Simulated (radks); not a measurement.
Task: The mean radii <r> (bohr) of the occupied orbitals of an atom or ion are listed with their occupations. All-electron calculation, scalar-relativistic Kohn-Sham, SCAN, spin-polarised, spherical densities, finite nucleus; meta-GGA in the generalised Kohn-Sham scheme; Fermi nuclear charge, rms radius of each element as measured or else 0.836 A^(1/3) + 0.57 fm. Program: a radial shooting solver on a logarithmic mesh with Libxc functionals.

orbital  occ.      <r>
1s down     1  0.03517
1s up       1  0.03517
2s up       1   0.1536
2s down     1   0.1536
2p up       3   0.1340
2p down     3   0.1340
3s up       1   0.4277
3s down     1   0.4278
3p up       3   0.4299
3p down     3   0.4300
3d up       5   0.4153
3d down     5   0.4152
4s up       1    1.118
4s down     1    1.107
4p up       3    1.247
4p down     3    1.231
4d up       5    1.853
4f up       1    17.76

Name the element and its charge. Open shells, if any, are filled with parallel spins first.

Result: Z = 42, molybdenum, charge 0: Mo in [Kr] 4d5 4f1. The 1s radius gives Z: for a bare nucleus <r> = (2 gamma + 1)/(2Z) with gamma = sqrt(1 - (Z/c)^2), 0.03457 bohr for Z = 42, and screening makes it slightly larger (0.03517 here). The occupations add up to 42, and the charge is Z minus that.
